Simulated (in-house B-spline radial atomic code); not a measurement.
Values are calculated unless marked as measured or tabulated.
**Two electrons in Ge: a parabolic dot with ħω = 4.88 meV in all three directions with a doubly ionised double donor at its centre**

For Ge the NSM archive of the Ioffe Institute lists m_l = 1.6 m0, m_t = 0.08 m0 and ε = 16.2; the model takes one isotropic valley with the conductivity mass 3/(1/m_l + 2/m_t) = 0.117 m0, and so misses anisotropy and the other valleys. All triplets below are those of one valley; with several valleys two electrons can form a triplet in the 1s orbital itself, at an energy set by the valley splitting. Real donors also feel a central-cell potential, which shifts the ground state; some double donors stay shallow and helium-like, others are deep centres that this model can't describe.

Effective-mass model with parabolic bands, a uniform dielectric constant, no image charges, no central-cell or spin-orbit terms. Two-electron levels come from full CI in B-splines with partial waves to l = 5 (up to 0.001 effective hartree above the limit).

Problem. What are the effective units, and what is the potential in them?

Solution. Ha* = 27211.386 meV × 0.117/16.2² = 12.13 meV and a* = 0.0529177 nm × 16.2/0.117 = 7.327 nm. The frequency is ω = 0.402 Ha*, with −2/r added.

In these units the lowest s and p orbitals lie at -1.9422 and -0.1356, and their Coulomb and exchange integrals are J_ss = 1.2918, J_sp = 0.6571 and K_sp = 0.06779. Full CI gives -2.7316 for the ground singlet, -1.5229 for the sp triplet, -1.4411 for the sp singlet and -1.4390 for the lowest triplet of two s orbitals.

Problem. What does it cost to add the second electron, to first order and exactly?

Solution. To first order E = 2ε_s + J_ss = -2.5925, so the charging energy E(2) − 2E(1) is J_ss = 15.67 meV. CI gives -2.7316 − 2 × (-1.9422) = 1.1528, or 13.98 meV: relaxation and correlation lower it by 1.687 meV, 10.8 % of J_ss. The s² configuration of one-electron orbitals holds 94.9 % of the state, and the mean radius is 6.26 nm.

Problem. How far above the singlet do the triplets lie?

Solution. To first order the sp triplet lies at ε_s + ε_p + J_sp − K_sp = -1.4884, which is 13.39 meV above 2ε_s + J_ss. CI gives -1.5229 − (-2.7316) = 1.2086, or 14.66 meV, 67 % of the orbital spacing of 21.92 meV. The ss triplet lies 15.68 meV up, so the lower of the two is the sp one, and its gap equals k_BT at 170 K. The sp singlet-triplet splitting is 0.9931 meV, against 2K_sp = 1.645 meV.
